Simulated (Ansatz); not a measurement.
Job for Ansatz (a first-principles code): R-CCSD(T)/def2-TZVPP on CH3BrSn (SMILES [CH3][Sn][Br]), a point of a torsion scan. Elements past Kr take the def2 small-core potentials; no spin–orbit coupling. The run froze 24 orbitals, filled d shells among them.

Ansatz 0.2 input:
```yaml
crystal:
  periodic: [false, false, false]
  atoms:
    - {symbol: C, position_ang: [-0.72699753, -0.00769185, -0.01210001]}
    - {symbol: Sn, position_ang: [1.10019466, 1.33329733, -0.00867759]}
    - {symbol: Br, position_ang: [2.76772971, -0.55768937, -0.17160420]}
    - {symbol: H, position_ang: [-0.88983629, -0.42971328, 0.98429527]}
    - {symbol: H, position_ang: [-1.64456143, 0.51698348, -0.28768980]}
    - {symbol: H, position_ang: [-0.61147617, -0.85039367, -0.69790448]}
basis:
  gaussian:
    orbitals: def2-TZVPP
magnetization: {spin_polarized: false}
correlation: {method: ccsd_t, electrons: outside_noble_gas}
scf: {lower_state_search: off}
```

Program output:

```
WARN ansatz: RAYON_NUM_THREADS=1 ignored (pool sized by the plan → 1); use --threads N
Functional definition: HF
these checks for a lower state are left out or cut short: stability, starts, cluster_reference, orbital_swaps, neighbouring_geometries, increment
integrals: 0.51 GiB planned
1216 factors; integrals over basis functions are off by at most 9.1e-4 eV
mean field: 0.62 GiB planned
mean field evaluation 1: about -76881.5470 eV, gradient 3.0e1 eV
mean field evaluation 2: about -76881.6403 eV, gradient 3.0e1 eV
mean field evaluation 4: about -76884.3726 eV, gradient 2.6e0 eV
mean field evaluation 8: about -76884.4282 eV, gradient 2.6e-1 eV
mean field -76884.42876561 eV, -2825.4506429987 hartree, gradient 1.5e-6 eV, S^2 0.000000; 0 other end points of the search recorded, 0 dependent functions left out
24 core orbitals not correlated
reference -76884.42876561 eV, -2825.4506429987 hartree; 9, 9 occupied and 138, 138 virtual orbitals, 1216 factors
second order -11.46837912 eV of doubles, -0.00000000 eV of singles
coupled cluster: 1.30 GiB planned
cycle   1  -12.12477541 eV  change   -6.6e-1 eV  update   8.0e-2
cycle   2  -12.43094783 eV  change   -3.1e-1 eV  update   2.6e-2
cycle   3  -12.48908088 eV  change   -5.8e-2 eV  update   1.3e-2
cycle   4  -12.48232298 eV  change    6.8e-3 eV  update   3.8e-3
cycle   5  -12.48115361 eV  change    1.2e-3 eV  update   1.7e-3
cycle   6  -12.48116602 eV  change   -1.2e-5 eV  update   5.7e-4
cycle   7  -12.48107533 eV  change    9.1e-5 eV  update   2.2e-4
cycle   8  -12.48111631 eV  change   -4.1e-5 eV  update   8.2e-5
cycle   9  -12.48111333 eV  change    3.0e-6 eV  update   2.7e-5
cycle  10  -12.48110022 eV  change    1.3e-5 eV  update   9.5e-6
perturbative correction -0.51434661 eV, -0.0189018893 hartree
Total energy: -76897.42421244 eV, -2825.9282168610 hartree
Checks for a lower state left out: stability, starts, cluster_reference, orbital_swaps, neighbouring_geometries, increment
```

Self-consistency was reached.

Cost: around 16 core-seconds (rough).
